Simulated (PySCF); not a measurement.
# Reading the logs of faulty runs: AlB2CH6

These are calculations, not measurements. They come from PySCF 2.14.0, an open-source quantum chemistry program, on an isolated molecule that a program drew, which may never have been made. The molecule is AlB2CH6 (charge 0, doublet), drawn as the SMILES string `CB[B][AlH2]`.

Each row is a Hartree-Fock (HF) and frozen-core CCSD(T) single point in the cc-pV(D+d)Z basis, meant for a local HF minimum. Run 1 is clean. Each other run has one planted mistake out of seven kinds, and not every kind appears here: one electron removed, one electron added, multiplicity raised by two, geometry at a saddle point, minimal basis STO-3G, one bond length entered in bohr, all coordinates scaled. The reference is restricted for singlets and unrestricted otherwise, and also for a bond in bohr. Adding or removing an electron swaps singlet and doublet. Electrons count all cores. HOMO and LUMO are orbital energies over both spins, the gradient is its largest component, and the lowest frequency (negative if imaginary) is given only where the gradient is small. Bond lengths are over the 9 bonds as drawn. T1 is the CCSD diagnostic: over 0.02 (restricted) or 0.045 (unrestricted) a single reference is doubtful.

Geometry of the clean run:
```xyz
10
AlB2CH6, angstrom
C    -0.3430    1.9028    1.0011
B     0.5830    1.1540   -0.0483
B     1.2407   -0.3418    0.1363
Al    2.0943   -2.2494    0.3317
H     0.1218    2.8561    1.2791
H    -0.5554    1.3478    1.9170
H    -1.2974    2.1621    0.5280
H     0.8376    1.7262   -1.0834
H     2.9974   -2.8325   -0.8288
H     1.8290   -3.0960    1.6419
```

| run | electrons | basis functions | <S^2> | HOMO (eV) | LUMO (eV) | gradient (hartree/bohr) | lowest frequency (cm^-1) | mean bond (Å) | longest bond (Å) | T1 | HF (hartree) | CCSD(T) (hartree) | mistake |
|---|---|---|---|---|---|---|---|---|---|---|---|---|---|
| 1 | 35 | 95 | 0.757 | -8.50 | 0.39 | 3.2e-05 | 93 | 1.4432 | 2.099 | 0.0154 | -332.57045 | -332.99036 | no fault |
| 2 | 35 | 95 | 1.631 | -7.43 | 0.74 | 2.7e-02 | - | 1.6508 | 3.967 | 0.0414 | -332.45696 | -332.86051 | one bond length entered in bohr |
| 3 | 34 | 95 | 0.000 | -16.28 | -6.51 | 4.6e-02 | - | 1.4432 | 2.099 | 0.0157 | -332.29660 | -332.70031 | ? |
| 4 | 35 | 30 | 0.759 | -5.92 | 6.05 | 3.7e-02 | - | 1.4432 | 2.099 | 0.0161 | -328.54543 | -328.74319 | ? |

**Which mistake was planted in run 3, and what did it cost?**

It counts 34 electrons, one fewer than the clean run, at the same geometry and basis. So the mistake is: one electron removed. Subtracting run 1 and multiplying by 627.51 kcal/mol a hartree, the energy moved by 171.8 kcal/mol in HF and 182.0 kcal/mol in CCSD(T).

**Which mistake was planted in run 4, and what did it cost?**

It has 30 basis functions where the clean run has 95, with the same electrons and geometry. So the mistake is: minimal basis STO-3G. Subtracting run 1 and multiplying by 627.51 kcal/mol a hartree, the energy moved by 2525.7 kcal/mol in HF and 2665.1 kcal/mol in CCSD(T).

